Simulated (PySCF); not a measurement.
Harmonic spectrum computed at PBE0 in the def2-SVPD basis family (core potentials from Rb on, PySCF, no spin–orbit coupling):

```csv
symmetry,ω (cm⁻¹),IR (km/mol)
a1,233,2.7
b2,908,381
a1,982,65.9
```

**Question.** Which molecule gave it? In each, all ligands are bound to the one heavy central atom.
A. ReO₂⁻ (triplet)
B. RuO₂⁻ (doublet)
C. TaO₂⁻ (singlet)
D. TcO₂⁻ (triplet)

**Answer.** A. It has C2v symmetry with Re–O 1.732 Å (×2).
